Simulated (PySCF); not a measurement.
## Radial density of Os⁺ (osmium, charge +1)

UHF, [Xe] 4f14 5d6 6p1, one real determinant (an excited configuration). Calculation: PySCF 2.14, in aug-cc-pwCVDZ-PP with ECP60MDF; scalar relativity through the core potential. This is the valence pseudo-density: the core potential removes the inner electrons and smooths the orbitals near the nucleus.

```csv
r (bohr),4πr²ρ (e/bohr),4πr²(ρα − ρβ)
0.130,4.218e-05,0.0000
0.218,0.0005451,0.0001
0.366,0.05276,0.0040
0.616,3.243,0.2285
1.04,13.04,2.2467
1.74,5.422,2.3445
2.93,1.021,0.7596
4.93,0.1628,0.1557
8.30,0.005374,0.0054
```

⟨L²⟩ = 8.33 against 12 for a pure F term, so this real determinant mixes terms. Energies and moments cover only the electrons outside the core potential. Spin-orbit coupling, absent here, splits the open shell strongly.
